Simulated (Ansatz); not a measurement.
System: NbO₃, charge 0, multiplicity 2. The spin state was set by rule; other spins were not relaxed. 
Geometry from a B3LYP-D3(BJ)/def2-TZVP (Ansatz, an electronic-structure program) optimisation:
```
Nb
O 1 1.7147
O 1 1.9370 2 121.64
O 3 1.4687 1 67.72 2 -104.62
```
Charge 0, spin multiplicity 2.

Property: atomisation energy (electronic, to ground-state atoms), in eV. Valence correlation only, unless marked. UHF or UKS for open shells. Spin-orbit coupling is left out. Frozen are the shells of the preceding noble gas and the d and f shells that filled before the atom's block. Past Kr the def2 sets carry scalar-relativistic core potentials. The coupled-cluster limit lacks core correlation, which all-electron functionals hold. CBS(X,Y): correlation extrapolated as X^-3; Hartree-Fock from the larger set. The bracket is a focal-point correction in the basis named.

```json
[
 {"level": "HF/def2-QZVPPD", "program": "Ansatz", "atomisation energy (eV)": "6.18"},
 {"level": "PBE/def2-TZVPD", "program": "Ansatz", "atomisation energy (eV)": "18.27"}
]
```

### Question
Estimate the value at RI-MP2/CBS(def2-TZVPP,def2-QZVPP)+[CCSD(T)-MP2]/def2-TZVPP as computed with Ansatz.

### Answer
16.87 eV
